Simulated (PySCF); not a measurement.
CH5F3Si2, SMILES F[SiH2]C(F)(F)[SiH3].

Geometry: TPSSh-D3(BJ)/def2-SVP. This is a generated structure with no PubChem entry under its InChIKey; it may be hypothetical. The values are those of a single conformer.

Calculation: SMD-M06-2X/6-31G* (PySCF).

Solvation free energies are E(SMD) − E(gas) at the gas-phase geometry, for 1 M in both phases. In vacuum the dipole moment is 2.89 D.

Task: Estimate the solvation free energies in water, tetrahydrofuran, N,N-dimethylformamide. (The exact figures need the calculation; the answer reports its results.)

Result: 
| solvent | ΔG(solv) (kcal/mol) | its non-electrostatic (CDS) part | dipole (D) |
|---|---|---|---|
| water | 1.8 | 5.1 | 3.61 |
| tetrahydrofuran | -1.7 | 1.0 | 3.46 |
| N,N-dimethylformamide | -1.7 | 1.6 | 3.59 |
